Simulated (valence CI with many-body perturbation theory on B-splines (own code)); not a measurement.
Sr³²⁺: electric-dipole lines

Method: valence CI with perturbative core correlation (CI+MBPT): four valence electrons over a frozen Dirac-Fock core [He], radial functions for each j: 11 s, 11 p, 10 d, 8 f, 5 g, 2 h, with the one-electron correlation potential Σ1 (screened to all orders), the two-electron term Σ2, the three-electron term Σ3, Breit, model QED; selected single and double excitations, second order for the rest, scaled by the run's own slope (own B-spline code, finite nucleus).

The last digits are not significant, and no measured levels were compared; by estimate large intervals hold to a few tenths of a per cent, small ones and those within an open d or f shell to about a per cent. Among the levels kept, up to 1100 cm⁻¹ of a level comes from second order outside the variational space, and about a tenth of that is noise between levels of different J, which matters for small intervals.

Lines 201 to 250 of 542 in falling wavelength, among levels below 22190 × 10³ cm⁻¹, chosen from the strongest by gf and those to the six lowest levels. Wavelengths and rates use the calculated energies. Electric multipoles are in the length gauge, E1 and E2 with the static RPA response of the core. Weak lines are less certain than strong ones. Lines between different terms over intervals too small for the method are left out, as are lines whose strength nearly cancels. The highest levels of a list are the least certain.

Levels are named by their leading jj configuration (3d3/2^4 stands for four electrons in 3d with j = 3/2), which in mixed levels can hold well under half, so a name can repeat and another be missing. Letters in brackets count levels of one name in rising energy.

| λ vac (Å) | Upper | Lower | A (s⁻¹) | S (a.u.) with core polarisation | S without |
| --- | --- | --- | --- | --- | --- |
| 56.99 | (2s 2p3/2^3) J=1 | (2s^2 2p3/2^2) J=0 | 5.16e+10 | 1.41e-02 | 1.42e-02 |
| 56.84 | (2s 2p3/2^2 3d5/2) J=3 [b] | (2s^2 2p3/2 3d5/2) J=4 | 3.51e+10 | 2.22e-02 | 2.23e-02 |
| 56.84 | (2s 2p1/2 2p3/2^2) J=0 | (2s^2 2p1/2 2p3/2) J=1 | 8.44e+10 | 7.65e-03 | 7.67e-03 |
| 56.79 | (2s 2p3/2^2 3s) J=1 [a] | (2s^2 2p3/2 3s) J=2 | 1.18e+11 | 3.20e-02 | 3.21e-02 |
| 56.76 | (2s 2p3/2^2 3d5/2) J=4 [b] | (2s^2 2p3/2 3d5/2) J=4 | 1.04e+11 | 8.49e-02 | 8.51e-02 |
| 56.72 | (2s 2p3/2^2 3p3/2) J=3 [b] | (2s^2 2p3/2 3p3/2) J=3 | 1.21e+11 | 7.65e-02 | 7.67e-02 |
| 56.71 | (2s 2p3/2^2 3s) J=1 [b] | (2s^2 2p3/2 3s) J=1 | 1.67e+11 | 4.51e-02 | 4.52e-02 |
| 56.51 | (2s 2p3/2^2 3p1/2) J=1 [b] | (2s^2 2p3/2 3p1/2) J=2 | 1.13e+11 | 3.01e-02 | 3.02e-02 |
| 56.44 | (2s 2p3/2^2 3d3/2) J=2 [c] | (2s^2 2p3/2 3d3/2) J=3 | 1.09e+11 | 4.83e-02 | 4.84e-02 |
| 56.35 | (2s 2p3/2^2 3p1/2) J=2 [b] | (2s^2 2p3/2 3p1/2) J=2 | 1.33e+11 | 5.86e-02 | 5.87e-02 |
| 56.33 | (2p1/2^2 2p3/2 3d3/2) J=3 | (2s 2p1/2^2 3d3/2) J=2 | 3.16e+10 | 1.95e-02 | 1.96e-02 |
| 56.31 | (2s 2p3/2^2 3d5/2) J=3 [c] | (2s^2 2p3/2 3d3/2) J=3 | 3.08e+10 | 1.90e-02 | 1.90e-02 |
| 56.30 | (2p1/2 2p3/2^2 3s) J=2 [b] | (2s 2p1/2 2p3/2 3s) J=2 [b] | 4.09e+10 | 1.80e-02 | 1.81e-02 |
| 56.12 | (2s 2p3/2^2 3p1/2) J=1 [a] | (2s^2 2p3/2 3p1/2) J=1 | 1.12e+11 | 2.93e-02 | 2.94e-02 |
| 55.99 | (2s 2p3/2^2 3s) J=2 [b] | (2s^2 2p3/2 3s) J=2 | 1.35e+11 | 5.86e-02 | 5.87e-02 |
| 55.96 | (2s 2p3/2^2 3d3/2) J=2 [b] | (2s^2 2p3/2 3d3/2) J=2 | 4.51e+10 | 1.95e-02 | 1.96e-02 |
| 55.86 | (2s 2p3/2^2 3p3/2) J=2 [b] | (2s^2 2p3/2 3p3/2) J=3 | 1.25e+11 | 5.40e-02 | 5.41e-02 |
| 55.82 | (2s 2p3/2^2 3d5/2) J=3 [c] | (2s^2 2p3/2 3d5/2) J=4 | 1.03e+11 | 6.19e-02 | 6.20e-02 |
| 55.74 | (2p1/2^2 2p3/2 3p1/2) J=2 | (2s 2p1/2^2 3p1/2) J=1 | 4.57e+10 | 1.95e-02 | 1.96e-02 |
| 55.70 | (2s 2p3/2^2 3d5/2) J=1 [b] | (2s^2 2p3/2 3d5/2) J=2 | 1.03e+11 | 2.65e-02 | 2.65e-02 |
| 55.68 | (2s 2p1/2 2p3/2^2) J=2 [b] | (2s^2 2p1/2 2p3/2) J=2 | 1.31e+11 | 5.59e-02 | 5.61e-02 |
| 55.53 | (2s 2p3/2^2 3d5/2) J=2 [c] | (2s^2 2p3/2 3d5/2) J=3 | 1.31e+11 | 5.54e-02 | 5.56e-02 |
| 55.32 | (2p1/2^2 2p3/2 3s) J=2 | (2s 2p1/2^2 3s) J=1 | 4.23e+10 | 1.77e-02 | 1.77e-02 |
| 55.12 | (2s 2p1/2 2p3/2^2) J=1 [a] | (2s^2 2p1/2 2p3/2) J=1 | 1.17e+11 | 2.90e-02 | 2.91e-02 |
| 54.87 | (2p1/2 2p3/2^2 3p3/2) J=4 | (2s 2p1/2 2p3/2 3p3/2) J=4 | 3.48e+10 | 2.55e-02 | 2.56e-02 |
| 54.82 | (2p1/2 2p3/2^2 3p1/2) J=3 | (2s 2p1/2 2p3/2 3p1/2) J=3 | 2.83e+10 | 1.61e-02 | 1.62e-02 |
| 54.47 | (2s 2p3/2^2 3p3/2) J=1 [c] | (2s^2 2p3/2 3p3/2) J=2 | 6.91e+10 | 1.65e-02 | 1.66e-02 |
| 54.05 | (2p1/2 2p3/2^2 3p3/2) J=3 [a] | (2s 2p1/2 2p3/2 3p3/2) J=3 [a] | 3.14e+10 | 1.71e-02 | 1.72e-02 |
| 53.95 | (2p1/2 2p3/2^2 3s) J=3 | (2s 2p1/2 2p3/2 3s) J=3 | 3.63e+10 | 1.97e-02 | 1.98e-02 |
| 53.48 | (2s 2p1/2 2p3/2^2) J=1 [b] | (2s^2 2p1/2 2p3/2) J=2 | 1.68e+11 | 3.82e-02 | 3.83e-02 |
| 51.07 | (2s 2p1/2 2p3/2^2) J=1 [b] | (2s^2 2p1/2 2p3/2) J=1 | 3.14e+10 | 6.19e-03 | 6.21e-03 |
| 51.00 | (2s 2p3/2^3) J=1 | (2s^2 2p3/2^2) J=2 | 2.01e+11 | 3.95e-02 | 3.96e-02 |
| 48.44 | (2p1/2^2 2p3/2^2) J=2 | (2s 2p1/2^2 2p3/2) J=2 | 4.18e+10 | 1.17e-02 | 1.18e-02 |
| 44.34 | (2s 2p3/2^3) J=2 | (2s^2 2p1/2 2p3/2) J=2 | 1.16e+10 | 2.50e-03 | 2.50e-03 |
| 40.41 | (2s 2p1/2 2p3/2^2) J=1 [b] | (2s^2 2p1/2^2) J=0 | 1.11e+10 | 1.09e-03 | 1.09e-03 |
| 38.05 | (2s 2p3/2^3) J=1 | (2s^2 2p1/2 2p3/2) J=1 | 1.59e+10 | 1.29e-03 | 1.30e-03 |
| 5.716 | (2s^2 2p1/2 3p3/2) J=1 | (2s 2p1/2^2 2p3/2) J=2 | 5.16e+11 | 1.43e-04 | 1.42e-04 |
| 5.712 | (2p1/2 2p3/2^2 3s) J=2 [b] | (2p1/2 2p3/2^3) J=2 | 1.11e+13 | 5.09e-03 | 5.08e-03 |
| 5.707 | (2p1/2 2p3/2^2 3s) J=1 [a] | (2p1/2 2p3/2^3) J=1 | 8.47e+12 | 2.33e-03 | 2.32e-03 |
| 5.704 | (2p1/2^2 2p3/2 3s) J=2 | (2p1/2^2 2p3/2^2) J=2 | 3.67e+12 | 1.68e-03 | 1.68e-03 |
| 5.690 | (2s 2p3/2^2 3s) J=2 [a] | (2s 2p3/2^3) J=2 | 8.50e+12 | 3.86e-03 | 3.85e-03 |
| 5.684 | (2p1/2^2 2p3/2 3s) J=1 | (2p1/2^2 2p3/2^2) J=2 | 8.93e+12 | 2.43e-03 | 2.42e-03 |
| 5.672 | (2s 2p1/2 2p3/2 3s) J=3 | (2s 2p1/2 2p3/2^2) J=3 | 2.78e+12 | 1.76e-03 | 1.75e-03 |
| 5.672 | (2s^2 2p3/2 3s) J=1 | (2s^2 2p3/2^2) J=0 | 4.18e+12 | 1.13e-03 | 1.13e-03 |
| 5.669 | (2s 2p3/2^2 3s) J=1 [b] | (2s 2p3/2^3) J=1 | 9.54e+12 | 2.57e-03 | 2.57e-03 |
| 5.664 | (2s 2p1/2 2p3/2 3s) J=2 [c] | (2s 2p1/2 2p3/2^2) J=2 [b] | 3.82e+12 | 1.71e-03 | 1.71e-03 |
| 5.649 | (2s 2p1/2 2p3/2 3s) J=1 [b] | (2s 2p1/2 2p3/2^2) J=1 [a] | 6.94e+12 | 1.85e-03 | 1.85e-03 |
| 5.636 | (2s 2p1/2 2p3/2 3s) J=2 [b] | (2s 2p1/2 2p3/2^2) J=3 | 7.82e+12 | 3.45e-03 | 3.44e-03 |
| 5.635 | (2s 2p1/2 2p3/2 3s) J=1 [a] | (2s 2p1/2 2p3/2^2) J=2 [a] | 1.02e+13 | 2.70e-03 | 2.69e-03 |
| 5.625 | (2s^2 2p1/2 3s) J=1 | (2s^2 2p1/2 2p3/2) J=2 | 8.09e+12 | 2.13e-03 | 2.12e-03 |
